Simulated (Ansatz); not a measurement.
Relaxation of ClH$_{6}$NOSi (10 atoms, charge 0, multiplicity 1), to a largest force component of 0.03 eV/Å in at most 50 steps.

Computed with RKS r2SCAN-D4/def2-SVP (Ansatz 0.2.0).

```xyz
10
Properties=species:S:1:pos:R:3
Si 0.054 -0.525 -0.439
N 0.287 0.168 2.488
H -0.455 0.171 3.189
H 1.060 0.708 2.882
Cl 1.857 0.506 -0.471
H -1.056 0.363 -0.050
H -0.126 -1.011 -1.840
O 0.137 -1.881 0.541
H 0.435 -2.673 0.078
H 0.612 -0.816 2.421
```

**Question.** Where does it end, and by what steps?

**Answer.** The run converged. After 14 steps the energy has fallen by 0.174 eV; H4 moved furthest, 0.82 Å. Joined: Si1–N2 (3.02 → 2.18 Å).

```csv
step,energy less start (eV),largest force component (eV/Å),accepted
0,0.0000,0.677,yes
1,-0.0095,0.927,yes
2,-0.0267,0.607,yes
3,-0.0408,0.509,yes
4,-0.0574,0.403,yes
5,-0.0893,0.786,yes
6,-0.0882,1.167,no
7,-0.1280,0.331,yes
8,-0.1449,0.229,yes
9,-0.1546,0.188,yes
10,-0.1643,0.184,yes
11,-0.1613,0.174,no
12,-0.1721,0.136,yes
13,-0.1732,0.088,yes
14,-0.1740,0.025,yes
```

```xyz
10
Properties=species:S:1:pos:R:3
Si 0.136 -0.459 0.005
N 0.364 -0.036 2.127
H -0.453 -0.363 2.647
H 0.514 0.954 2.325
Cl 2.035 0.490 -0.130
H -1.002 0.504 0.136
H 0.029 -0.853 -1.453
O 0.033 -2.004 0.685
H -0.023 -2.667 -0.015
H 1.173 -0.555 2.474
```

Whether the end is a true minimum wasn't checked by a vibrational analysis.

Run time: 27 s on 4 threads of Arm Neoverse V2, with other jobs on the host, peak memory 0.17 GiB.
